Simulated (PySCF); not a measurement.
**Two-dimensional NMR puzzle**

Compound of formula C₃H₃F₃O₂. Correlations simulated from computed shifts and couplings:

HSQC (one-bond C–H):
| δH | δC | ¹J(C,H) (Hz) |
| --- | --- | --- |
| 6.65 | 119.3 | 224 |
| 5.25 | 90.1 | 234 |
| 4.64 | 77.0 | 223 |

HMBC (two and three bonds, |J| ≥ 2.5 Hz):
| δH | δC [abs. J in Hz] |
| --- | --- |
| 6.65 | 77.0 [4.7] |
| 5.25 | 77.0 [3.8] |
| 4.64 | 119.3 [7.8], 90.1 [2.8] |

Level of theory: J couplings at B3LYP/pcJ-1 (spin–dipole term only in couplings to heteroatoms), coordinates at the GFN2-xTB level, NMR shieldings at PBE0/pcSseg-1/GIAO, in PySCF 2.14.0 with density-fitted response routines (single conformer, no solvent, non-relativistic).

Referencing at the same level of theory: ¹H, ¹³C vs TMS.

Exchangeable hydrogens are left out of these lists, and C,H couplings along chains are those of one rotamer, so weak HMBC peaks may be missing or extra.

**Question.** Assemble the structure.

**Answer.** SMILES FC(F)O[C@@H]1O[C@@H]1F.

Atom-mapped SMILES (the numbers label the heavy atoms): `[F:1][CH:2]([F:3])[O:4][C@@H:5]1[O:6][C@@H:7]1[F:8]`; H(Xn) means a hydrogen on atom n.

- δC 119.3 is C2, an sp3 CH bonded to 2 F and O (δH 6.65).
- δC 90.1 is C7, an epoxide ring carbon (δH 5.25).
- δC 77.0 is C5, an epoxide ring carbon (δH 4.64).

The shifts were computed for this structure.

Common functionals overestimate the size of one-bond C–F couplings by tens of Hz; these are unscaled. Unscaled 3J(H,H) at this level run about 10 % above measured values. Shifts are as computed. Against solution values, carbons near 30 ppm lie about +3 ppm off and those near 130 ppm about +5 ppm. Of 1211 compounds with measured shifts, 218 miss one by over three times the rms of a fit or turn the order of signals round; such compounds aren't used in these exercises.
